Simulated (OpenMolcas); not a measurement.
**Ge3+: CASPT2 settings compared**

* Program: OpenMolcas
* Basis: ANO-R1 [5s4p3d1f]
* Scalar Hamiltonian: X2C, finite nucleus
* Active space: 1 electron in 4 orbitals (4s 4p)
* State averaging: 2S+1 = 2 even, 1 root; 2S+1 = 2 odd, 3 roots
* Spin-orbit coupling: state interaction with AMFI integrals over the reference wave functions, term energies averaged over their components

Methods on the same reference wave functions:
A. CASSCF
B. SS-CASPT2, IPEA 0 Eh, no level shift (closed shells correlated: 3d)
C. XMS-CASPT2, IPEA 0.35 Eh, sigma1 regulariser 0.4 Eh (closed shells correlated: 3d)

Energies in cm-1 above 4s 2S 1/2, the measured ground level; measured values from Sugar and Musgrove, J. Phys. Chem. Ref. Data 22, 1213 (1993).

```csv
Level,A,B,C,Measured
4s 2S 1/2,0.0,0.0,0.0,0.0
4p 2P* 1/2,76469,76681,76580,81311
4p 2P* 3/2,79154,79366,79265,84102
```

Deviations, from unrounded energies. A percentage is the sum of absolute deviations over the sum of measured energies, with the sign that they share, or ± where signs differ.

| Against measurement | Levels | A | B | C |
| --- | --- | --- | --- | --- |
| mean absolute deviation (cm-1) | 2 | 4900 | 4700 | 4800 |
| other configurations (%) | 2 | -5.9 | -5.7 | -5.8 |

A, B, C lie about equally close to measurement. The largest miss of B in the table is 4p 2P* 3/2, by -4700 cm-1. The ranking rests on the paired levels alone, and a cruder setting can come out closer through cancelling errors.

Between B and C the level of the table that moves most is 4p 2P* 1/2, by 100 cm-1 (lowest in C, highest in B).

The lowest spin-free term lies below A's lowest term by 0.350 hartree in B, 0.350 hartree in C.

The basis is small and was not contracted for so high a charge. With one active electron the reference holds no correlation, so core polarisation is missing (holds for A). With one active electron, CASPT2 adds the correlation within the correlated inactive shells and between them and that electron, and leaves the splitting within a term as the reference gives it (holds for B; C). Computed and measured levels are paired by configuration, term and J; levels that our copy of the source lacks, or whose pairing is in doubt (as where it misses far off the trend of its configuration), stay unpaired and out of the deviations. Levels of configurations outside the active space are missing.

* marks odd parity.
